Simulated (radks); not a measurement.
Question: All-electron atom: a nucleus of charge 23.8 with 24 electrons in [Ar] 3d5 4s1. Calculated with a radial shooting solver on a logarithmic mesh with Libxc functionals: scalar-relativistic Kohn-Sham, PBE, spin-polarised, spherical densities, finite nucleus; open shells are filled with parallel spins first; Fermi nuclear charge, rms radius 3.6452 fm. Some entries of the table are withheld. Estimate them.

orbital  occ.  eigenvalue (Ry)  <1/r> (bohr^-1)
1s down     1        -424.2238            23.67
1s up       1        -424.2238            23.67
2s up       1        -47.82093            4.997
2s down     1        -47.71263            5.006
2p up       3        -40.09004            4.898
2p down     3        -40.00720            4.906
3s up       1              (1)            1.547
3s down     1              (2)            1.544
3p up       3              (3)            1.406
3p down     3              (4)            1.402
4s up       1              (5)           0.3751
3d up       5         -0.14021           0.9363

Answer: 
(1) 3s up eigenvalue (Ry): -5.24800
(2) 3s down eigenvalue (Ry): -4.94016
(3) 3p up eigenvalue (Ry): -3.18924
(4) 3p down eigenvalue (Ry): -2.88316
(5) 4s up eigenvalue (Ry): -0.23581
